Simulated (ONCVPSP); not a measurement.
Pseudopotential generation for Cl (Z = 17): ONCV, PBE, non-relativistic.

- Element: Cl
- Generator: ONCVPSP 4.0.1
- Type: optimised norm-conserving Vanderbilt (ONCV)
- Functional: PBE
- Relativity: non-relativistic
- Frozen core: [Ne]
- Valence charge: 7
- Reference configuration: 3s2 3p4.5 (charge +0.5)
- Partial waves: 3s: rc 1.62 bohr, ncon 4, nbas 7, qcut 4.7 1/bohr, 2 projectors, debl 2.6 Ha; 3p: rc 1.62 bohr, ncon 4, nbas 8, qcut 6.2 1/bohr, local
- Local potential: the p channel
- Core correction: Teter function, fcfact 5, rcfact 1.75

Poles of the logarithmic derivatives, all-electron (AE) and pseudo (PS). s: poles at 0.7 (AE) and 0.7 (PS) Ha. p: poles at 1.3 (AE) and 1.2 (PS) Ha. Test radii: s 1.64, p 1.64 bohr.

* Cutoffs needed: 19 Ha and 44 Ha (the cutoffs (Ha) at which the residual kinetic energy of the hardest occupied pseudo-wave falls to 1 and 0.1 mHa per electron)
* Ghost test: no bound ghost flagged; no localised positive-energy state flagged
* Largest excitation error: -5.9 meV (all-electron minus pseudo) for 3s1 3p6, out of 4 test configurations
* rms error of d²Exc/dni dnj: 1.50 mHa without and 4.57 mHa with the model core
